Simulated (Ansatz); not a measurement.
Molecule: CH₆FSi₂, net charge 0, doublet state. It need not be the lowest isomer of its formula. 
Coordinates optimised at B3LYP-D3(BJ)/def2-TZVP (Ansatz, a quantum-chemistry and plane-wave program):
SMILES: F[SiH]C[SiH3]
```xyz
10

F      1.5812    -0.8740    -0.8581
Si     1.2706     0.5313    -0.1240
C     -0.2528     0.3106     0.9395
Si    -1.8380    -0.1600     0.0407
H      2.4777     0.8551     0.6912
H     -0.4187     1.2510     1.4752
H     -0.0264    -0.4540     1.6922
H     -1.6748    -1.4616    -0.6439
H     -2.9599    -0.2625     1.0041
H     -2.1686     0.8757    -0.9663
```
Charge 0, spin multiplicity 2.

Parts of the frozen-core correlation energy in cc-pV(T+d)Z (Ansatz, hartree). Frozen orbitals: 12; correlated occupied orbitals by spin: 13 and 12; virtual: 197 and 198. Open shells are spin-unrestricted. Spin-orbit coupling is left out. No relativistic terms.

```json
[
 {"term": "reference (HF)", "value": "-718.78296"},
 {"term": "MP2 opposite-spin", "value": "-0.51155"},
 {"term": "MP2 same-spin", "value": "-0.14398"},
 {"term": "CCSD correlation", "value": "-0.70044"},
 {"term": "(T)", "value": "-0.02362"},
 {"term": "T1 diagnostic", "value": "0.013"},
 {"term": "largest doubles amplitude", "value": "0.016"},
 {"term": "<S^2> of the reference", "value": "0.753"}
]
```
